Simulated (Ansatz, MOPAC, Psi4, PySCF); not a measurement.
Gas-phase reaction in SMILES: BN (BNH4) -> [BH]N (BNH3) + H atom (the B-H bond breaks)

Property: bond dissociation energy (enthalpy at 298 K), in kcal/mol. Set-up: valence correlation only; UHF or UKS for open shells; six Cartesian d functions in 6-31G* and its kin unless marked 5d; spin-orbit terms left out; dispersion terms only where a functional's name holds one; PM7 with its own dispersion and hydrogen-bond terms; 6-311+G** with 5d; non-relativistic. Basis-set limits of correlation are two-point, X^-3; Hartree-Fock from the larger set. Ab initio and DFT rows: single points at B3LYP-D3(BJ) geometries (Ansatz, a quantum-chemistry and plane-wave program), with unscaled harmonic terms from B3LYP/6-31G* at its own minima. Semi-empirical rows: MOPAC heats of formation at their own minima for 298 K.

Coupled cluster (Ansatz) is a level with limits of its own, used here on species with T1 under 0.025 (0.045 for open shells) and stable references: CCSD(T)/CBS(def2-TZVPPD,def2-QZVPPD).

Value to compare with, CCSD(T)/CBS(def2-TZVPPD,def2-QZVPPD) (Ansatz): 105.9 kcal/mol.

```
level               program  bond dissociation energy (enthalpy at 298 K) (kcal/mol)  difference
------------------  -------  -------------------------------------------------------  ----------
PM6                   MOPAC                                                     92.5       -13.4
PM7                   MOPAC                                                     92.8       -13.1
HF/3-21G             Ansatz                                                     82.5       -23.4
PBE/def2-SVP         Ansatz                                                    100.3        -5.6
B3LYP/STO-3G         Ansatz                                                    141.4        35.5
B3LYP/3-21G          Ansatz                                                    106.1         0.2
B3LYP/def2-SVP       Ansatz                                                    103.8        -2.1
B3LYP/cc-pVDZ        Ansatz                                                    103.4        -2.5
wB97X-D/6-31G*         Psi4                                                    106.7         0.8
wB97X-D/6-311+G**      Psi4                                                    104.7        -1.2
MP2/3-21G            Ansatz                                                     92.7       -13.2
MP2/6-31G*           Ansatz                                                     96.9        -9.0
B3PW91/6-31G* (5d)    PySCF                                                    104.0        -1.9
PBE/def2-TZVPD       Ansatz                                                    100.8        -5.1
```

Among the 13 habitual levels, B3LYP/STO-3G lies farthest from CCSD(T)/CBS(def2-TZVPPD,def2-QZVPPD) (Ansatz) (35.5 kcal/mol) and B3LYP/3-21G nearest (0.2); 3 of 13 lie above it, and their mean absolute difference is 9.4 kcal/mol, the median 5.6. One case shows no general order.

The levels are drawn from those run, B3LYP/6-31G* more often than the rest, none by its result; runs whose electronic state is in doubt are left out.
